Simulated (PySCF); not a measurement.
C4H8SSe.
Numbering: `[CH2:1]=[C:2]([S:3][CH3:4])[Se:5][CH3:6]` (hydrogens: H7, H8 on C1; H9, H10, H11 on C4; H12, H13, H14 on C6)

Method used: core-valence-separated Tamm–Dancoff BHandHLYP/aug-pcX-1 (pcseg-1 on H, def2-SVPD on S, def2-SVPD on Se) in PySCF, non-relativistic, gas phase, PBE0-D3(BJ)/def2-SVP geometry.

Computed carbon K-edge spectrum, Gaussian lines of 0.8 eV full width, highest printed point 100; it ends one width below the last computed root. The energies are unshifted.

(photon energy (eV), absorption): (281.5, 0), (281.6, 1), (281.7, 1), (281.8, 3), (281.9, 5), (282.0, 9), (282.1, 14), (282.2, 21), (282.3, 29), (282.4, 36), (282.5, 41), (282.6, 43), (282.7, 41), (282.8, 37), (282.9, 30), (283.0, 24), (283.1, 18), (283.2, 16), (283.3, 17), (283.4, 21), (283.5, 28), (283.6, 36), (283.7, 44), (283.8, 50), (283.9, 53), (284.0, 53), (284.1, 51), (284.2, 48), (284.3, 46), (284.4, 45), (284.5, 44), (284.6, 42), (284.7, 38), (284.8, 34), (284.9, 29), (285.0, 26), (285.1, 25), (285.2, 27), (285.3, 32), (285.4, 41), (285.5, 51), (285.6, 63), (285.7, 74), (285.8, 83), (285.9, 90), (286.0, 94), (286.1, 94), (286.2, 92), (286.3, 90), (286.4, 90), (286.5, 93), (286.6, 100)

Question: Where are the maxima, and which lines make them up?

Answer: 3 maxima:
- 282.6 eV: C1 (terminal =CH2 carbon), 282.60 eV, f = 0.056, 1s→π*, 100 % of the height at the exact maximum
- 283.9 eV: C2 (fully substituted alkene carbon), 283.87 eV, f = 0.064, 1s→π*, 89 % of the height at the exact maximum
- 286.1 eV: C2 (fully substituted alkene carbon), 285.98 eV, f = 0.039, 31 % of the height at the exact maximum; C1 (terminal =CH2 carbon), 286.10 eV, f = 0.027, 22 % of the height at the exact maximum; C4 (S-methyl carbon), 286.27 eV, f = 0.020, 13 % of the height at the exact maximum; C4 (S-methyl carbon), 285.60 eV, f = 0.039, 13 % of the height at the exact maximum

Further lines of some strength in the range: C6, 284.60 eV, f = 0.048; C1, 285.89 eV, f = 0.008; C6, 286.14 eV, f = 0.014.

Roots within 0.03 eV on the same or equivalent atoms count as one line; shares under 12 % aren't listed.

Vibrational structure and lifetime widths aren't in the curve. The ionisation threshold wasn't computed; near and above it a finite basis only mimics Rydberg series and continuum. The BHandHLYP/aug-pcX-1 (pcseg-1 on H, def2-SVPD on S, def2-SVPD on Se) calculation is non-relativistic and has no spin–orbit coupling, an omission that weighs most on selenium.

Shape of the structure used: `[CH2:1]=[C:2]([S:3][CH3:4])[Se:5][CH3:6]`: C1–C2–S3–C4 -12°, C1–C2–Se5–C6 119°.

One conformer stands for the species.
